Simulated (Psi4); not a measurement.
Dimer: C2H2 (SMILES C#C) (first 4 atoms) with GeH4 (SMILES [GeH4]); geometry from B3LYP-D3(BJ)/def2-TZVP, rigid monomers moved along the line of their centres of mass till C2···Ge5 is 3.40 Å.
(charge 0, multiplicity 1):
```json
[
 {"atom": "C", "x (Å)": "0.6088", "y (Å)": "0.3271", "z (Å)": "-0.0053"},
 {"atom": "C", "x (Å)": "-0.5606", "y (Å)": "0.0734", "z (Å)": "-0.0210"},
 {"atom": "H", "x (Å)": "1.6472", "y (Å)": "0.5519", "z (Å)": "0.0136"},
 {"atom": "H", "x (Å)": "-1.5990", "y (Å)": "-0.1521", "z (Å)": "-0.0326"},
 {"atom": "Ge", "x (Å)": "-0.0156", "y (Å)": "-0.1233", "z (Å)": "3.3294"},
 {"atom": "H", "x (Å)": "-0.9509", "y (Å)": "1.0276", "z (Å)": "2.9349"},
 {"atom": "H", "x (Å)": "1.4104", "y (Å)": "0.1808", "z (Å)": "2.8490"},
 {"atom": "H", "x (Å)": "-0.5061", "y (Å)": "-1.4327", "z (Å)": "2.6971"},
 {"atom": "H", "x (Å)": "-0.0118", "y (Å)": "-0.2707", "z (Å)": "4.8610"}
]
```

Computed with SAPT0/aug-cc-pVDZ in Psi4.

Give the four SAPT terms and the total, and say what mostly holds the pair together.

electrostatics -3.63, exchange 7.22, induction -0.86, dispersion -3.36, total -0.63 kcal/mol; the largest attraction is electrostatics.
